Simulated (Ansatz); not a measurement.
A CCSD(T) single point on BrH6NSi2 (`[SiH3]N[SiH2]Br`).

```yaml
crystal:
  periodic: [false, false, false]
  atoms:
    - {symbol: Si, position_ang: [-0.565706, 1.362390, 0.546143]}
    - {symbol: N, position_ang: [0.210425, -0.187014, 0.626384]}
    - {symbol: Si, position_ang: [0.688592, -1.171633, -0.685144]}
    - {symbol: Br, position_ang: [-0.974321, -2.416415, -1.510143]}
    - {symbol: H, position_ang: [-0.407217, 1.842148, -0.848293]}
    - {symbol: H, position_ang: [-2.011510, 1.288564, 0.884922]}
    - {symbol: H, position_ang: [0.078545, 2.310546, 1.492057]}
    - {symbol: H, position_ang: [0.199387, -0.643818, 1.528467]}
    - {symbol: H, position_ang: [1.141233, -0.307048, -1.794291]}
    - {symbol: H, position_ang: [1.723672, -2.128919, -0.237304]}
basis:
  gaussian: {orbitals: def2-TZVPP}
correlation: {method: ccsd_t}
output: {orbitals: {seedname: orbitals}}
```

```sh
$ ansatz run in.yaml --threads 4 --pin off --events-out ev --progress --plain
```

Log, shortened:

```
Functional definition: HF
1457 factors; integrals over basis functions are off by at most 1.2e-3 eV
mean field evaluation 1: about -87301.0486 eV, gradient 3.6e1 eV
mean field evaluation 2: about -87301.2875 eV, gradient 3.6e1 eV
mean field evaluation 4: about -87304.4000 eV, gradient 3.6e0 eV
mean field evaluation 8: about -87304.4556 eV, gradient 2.4e-1 eV
mean field -87304.45584126 eV, -3208.3795750808 hartree, gradient 5.4e-6 eV, S^2 0.000000; 0 other end points of the search recorded, 0 dependent functions left out
20 core orbitals not correlated: weight in the atoms' cores, before any rotation towards them, 1.000 or more for the frozen orbitals, at most 0.000 for the correlated occupied ones
reference -87304.45584126 eV, -3208.3795750808 hartree; 18, 18 occupied and 209, 209 virtual orbitals, 1457 factors
second order -20.03742812 eV of doubles, -0.00000000 eV of singles
cycle   1  -20.66822618 eV  change   -6.3e-1 eV  update   9.3e-2
cycle   2  -21.22555862 eV  change   -5.6e-1 eV  update   2.7e-2
cycle   3  -21.29434646 eV  change   -6.9e-2 eV  update   1.2e-2
cycle   4  -21.28198240 eV  change    1.2e-2 eV  update   2.8e-3
cycle   5  -21.28261365 eV  change   -6.3e-4 eV  update   1.2e-3
cycle   6  -21.28258076 eV  change    3.3e-5 eV  update   3.1e-4
cycle   7  -21.28243016 eV  change    1.5e-4 eV  update   1.2e-4
cycle   8  -21.28246638 eV  change   -3.6e-5 eV  update   3.9e-5
perturbative correction -0.75087552 eV, -0.0275941665 hartree
Total energy: -87326.48918317 eV, -3209.1892854611 hartree
```

Hardware: 4 threads of a server CPU on a shared host. Wall time 87 s, peak host memory 4.8 GiB.

MP2 recovers 90.9 % of the CCSD(T) correlation energy and the triples give 3.4 %; T1 = 0.0091.
